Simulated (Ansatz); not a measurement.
GaH2(SMe) (CH5GaS). The state is a singlet with charge 0. Geometry PBE0-D4/def2-TZVP, basis def2-TZVP, Ansatz.

```xyz
8

Ga    0.057   -0.651    1.635
H     1.200   -1.508    0.994
H    -0.446   -0.713    3.110
S    -0.937    0.784    0.323
C    -0.092    0.551   -1.270
H     0.727   -0.163   -1.186
H     0.303    1.511   -1.601
H    -0.811    0.189   -2.005
```

```json
{"run": "A", "HOMO (eV)": "-6.24", "LUMO (eV)": "-1.86"}
{"run": "B", "HOMO (eV)": "-6.34", "LUMO (eV)": "-2.05"}
{"run": "C", "HOMO (eV)": "-6.72", "LUMO (eV)": "-1.72"}
{"run": "D", "HOMO (eV)": "-8.40", "LUMO (eV)": "-0.48"}
{"run": "E", "HOMO (eV)": "-5.86", "LUMO (eV)": "-2.03"}
{"run": "F", "HOMO (eV)": "-7.12", "LUMO (eV)": "-1.35"}
```

HSE06 is defined as in plane-wave codes, on full-range PBE exchange.

The runs used B97M-V, BLYP, CAM-B3LYP, HSE06, PBE0, r2SCAN. Estimate which is which.

A r2SCAN (0 % exact exchange); B B97M-V (0 % exact exchange); C HSE06 (range-separated); D CAM-B3LYP (range-separated); E BLYP (0 % exact exchange); F PBE0 (25 % exact exchange). Exact exchange lowers occupied and raises empty levels; among semilocal functionals meta-GGAs tend to open the gap a little, and such runs are hard to tell apart. The gap grows from 3.82 eV (BLYP) to 7.93 eV (CAM-B3LYP).
